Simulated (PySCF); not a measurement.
Si(GeH3)(Me)2(OMe), SMILES CO[Si](C)(C)[GeH3] (C₃H₁₂GeOSi), GFN2-xTB optimised geometry.

```
18

C     -0.82    -2.52     1.97
O     -1.16    -1.30     1.40
Si    -0.61    -0.68     0.00
C     -1.20    -1.69    -1.51
C     -1.33     1.07     0.00
Ge     1.75    -0.68     0.00
H     -1.35    -3.34     1.48
H      0.26    -2.70     1.88
H     -1.09    -2.50     3.03
H     -0.88    -1.23    -2.44
H     -0.79    -2.70    -1.49
H     -2.28    -1.77    -1.54
H     -2.41     1.06     0.03
H     -1.02     1.60    -0.90
H     -0.98     1.64     0.86
H      2.42    -1.03     1.30
H      2.41     0.62    -0.36
H      2.40    -1.64    -0.95
```

Density from PySCF 2.14.0 with PBE0/def2-SVP at that geometry.

Minimum of the electron density along straight lines between bonded atoms, close to the bond critical point (lines longer than 1.1 times the sum of covalent radii, or with two minima, are not listed):

| bond | length / Å | ρ at the minimum / e bohr⁻³ | ∇²ρ there / e bohr⁻⁵ | position (fraction from the first atom) |
|---|---|---|---|---|
| C1–O2 | 1.394 | 0.260 | -0.30 | 0.34 |
| O2–Si3 | 1.631 | 0.127 | 1.06 | 0.59 |
| Si3–C4 | 1.910 | 0.110 | 0.30 | 0.38 |
| Si3–C5 | 1.894 | 0.114 | 0.31 | 0.38 |
| Si3–Ge6 | 2.359 | 0.091 | -0.05 | 0.35 |
| C1–H7 | 1.093 | 0.281 | -1.06 | 0.63 |
| C1–H8 | 1.095 | 0.279 | -1.04 | 0.63 |
| C1–H9 | 1.090 | 0.283 | -1.09 | 0.64 |
| C4–H10 | 1.086 | 0.271 | -0.96 | 0.62 |
| C4–H11 | 1.088 | 0.270 | -0.96 | 0.62 |
| C4–H12 | 1.087 | 0.271 | -0.97 | 0.62 |
| C5–H13 | 1.084 | 0.272 | -0.98 | 0.63 |
| C5–H14 | 1.085 | 0.272 | -0.97 | 0.62 |
| C5–H15 | 1.085 | 0.272 | -0.98 | 0.63 |
| Ge6–H16 | 1.505 | 0.137 | 0.08 | 0.59 |
| Ge6–H17 | 1.500 | 0.139 | 0.08 | 0.59 |
| Ge6–H18 | 1.504 | 0.138 | 0.08 | 0.59 |
